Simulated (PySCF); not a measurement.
This PySCF input asks for the NMR shieldings of `Cc1ccc(N)c(S[SiH3])n1`, C6H10N2SSi; the geometry comes from GFN2-xTB.

```python
import basis_set_exchange as bse
import numpy as np
from pyscf import gto, dft
from pyscf.prop import nmr

atoms = """
C     1.700271   -1.306426    1.372965
C     1.000285   -0.247135    0.583788
C     1.509037    1.030657    0.423870
C     0.799237    1.974376   -0.310193
C    -0.423377    1.641284   -0.880869
N    -1.211459    2.538556   -1.551914
C    -0.861537    0.320112   -0.675202
S    -2.308652   -0.372109   -1.295751
Si   -1.596991   -2.193505   -0.266804
N    -0.168385   -0.565963    0.026201
H     1.296415   -2.283026    1.121043
H     2.769549   -1.288293    1.173634
H     1.551531   -1.136541    2.439327
H     2.457817    1.289905    0.866632
H     1.191482    2.972568   -0.440354
H    -0.761609    3.346988   -1.947426
H    -1.960523    2.136922   -2.094036
H    -2.745293   -3.042504   -0.659312
H    -0.484274   -2.764739   -1.012423
H    -1.758673   -2.040449    1.171070
"""
names = dict.fromkeys(["C", "N", "S", "Si", "H"], "pcSseg-1")
basis = {el: gto.basis.parse(bse.get_basis(n, elements=[el], fmt="nwchem")) for el, n in names.items()}
mol = gto.M(atom=atoms, basis=basis, charge=0, verbose=0)
mf = dft.RKS(mol, xc="PBE0")
mf.grids.level = 2
mf.grids.alignment = dft.numint.BLKSIZE   # the property module wants whole blocks of grid points
mf.conv_tol = 1e-9
mf.kernel()

calc = nmr.RKS(mf)   # GIAO
C = mf.mo_coeff
Co = C[:, mf.mo_occ > 0]
resp = mf.gen_response(singlet=True, hermi=2)
def vind(x):   # induced exchange potential for any number of trial vectors
    d = np.einsum("pi,xij,qj->xpq", C, 2 * x.reshape(-1, C.shape[1], Co.shape[1]), Co, optimize=True)
    return np.einsum("xpq,pi,qj->xij", resp(d - d.transpose(0, 2, 1)), C, Co, optimize=True).ravel()
mo1, _ = nmr.rhf.solve_mo1(calc, with_cphf=vind)
sigma = calc.kernel(mo1)
for i, s in enumerate(sigma):   # ppm
    print("%2d %-2s %9.2f" % (i, mol.atom_pure_symbol(i), np.trace(s) / 3))
```

Question: What does it print?

Answer: 
```
 0 C     167.96
 1 C      40.58
 2 C      62.40
 3 C      64.23
 4 C      43.17
 5 N     194.79
 6 C      35.78
 7 S     535.69
 8 Si    459.71
 9 N     -58.41
10 H      29.16
11 H      29.44
12 H      29.20
13 H      24.93
14 H      24.85
15 H      28.10
16 H      27.80
17 H      27.03
18 H      26.63
19 H      26.62
```

These numbers come from an equivalent density-fitted implementation of the same equations, which agrees with the script to about 0.01 ppm for H and up to a few tenths of a ppm for heavy atoms, so last digits may differ.

Size and cost of the density-fitted run: 234 basis functions, 120 s wall time on 1 thread of an Arm Neoverse N1, shared host; peak memory 1.1 GiB.
